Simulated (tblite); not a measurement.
Species: C₅H₁₀OSi₂.
SMILES with atom numbers: `[CH3:1][C:2](=[O:3])[Si@@H:4]1[CH:5]=[CH:6][CH2:7][SiH2:8]1` (hydrogens: H9, H10, H11 on C1; H12 on Si4; H13 on C5; H14 on C6; H15, H16 on C7; H17, H18 on Si8)

The geometry is computed with GFN2-xTB (gas phase).

Q: List the bond lengths, angles and torsions at this level.

A: 
```tsv
bond	length (Å)
C1–C2	1.506
C2=O3	1.210
C2–Si4	1.924
Si4–C5	1.889
C5=C6	1.329
C6–C7	1.496
C7–Si8	1.920
Si4–Si8	2.313
C1–H9, C1–H10, C1–H11	1.088
Si4–H12	1.467
C5–H13	1.082
C6–H14	1.086
C7–H15	1.092
C7–H16	1.093
Si8–H17	1.471
Si8–H18	1.466
```

Bonds in one row agree within 0.01 Å and their mean is given. A selection of angles:
```tsv
angle	degrees
C1–C2–O3	122.4
C1–C2–Si4	117.4
O3–C2–Si4	120.2
C2–Si4–C5	110.1
C2–Si4–Si8	115.6
C5–Si4–Si8	91.8
Si4–C5–C6	118.5
C5–C6–C7	124.1
C6–C7–Si8	111.7
Si4–Si8–C7	93.6
```

Dihedral angles: C1–C2–Si4–C5 39° (synclinal); C2–Si4–C5–C6 -122° (anticlinal); Si4–C5–C6–C7 0° (synperiplanar); C5–C6–C7–Si8 5° (synperiplanar); C6–C7–Si8–Si4 -6° (synperiplanar); C2–Si4–Si8–C7 118° (anticlinal).

The 5-membered ring Si4–C5–C6–C7–Si8 has internal angles of 91.8° to 124.1°; it is slightly puckered (a soft mode that the optimisation may not have finished), 0.04 Å rms from its mean plane, widest ring torsion 6°. The C–Si distances run from 1.889 Å (Si4–C5, drawn single) to 1.924 Å (C2–Si4, drawn single), a spread of 0.035 Å. Si8 (SiH2 silicon) has angles from 93.6° to 119.0°. The C–C distances run from 1.329 Å (C5=C6, drawn double) to 1.506 Å (C1–C2, drawn single), a spread of 0.177 Å. Si4 (SiH silicon) has angles from 91.8° to 120.9°. Of the pairs four or more bonds apart, C5···H10 is among the closest relative to their van der Waals radii: 3.03 Å, 105 % of the sum of Bondi's values.

Point group: C1 (no symmetry element, even within 0.4 Å). Its GFN2-xTB frequencies are all real (lowest 29 cm⁻¹). The numbers are those of one conformer. 3 starts were optimised and ended at 0.00, 0.58 and 0.59 kcal/mol (GFN2-xTB); the lowest of these is shown.

Hardware: one thread, Arm Neoverse V2 (aarch64), no GPU, shared host with 96 logical CPUs at a one-minute load of 33. Cost: 0.82 s wall. That covers the optimisation of the geometry.
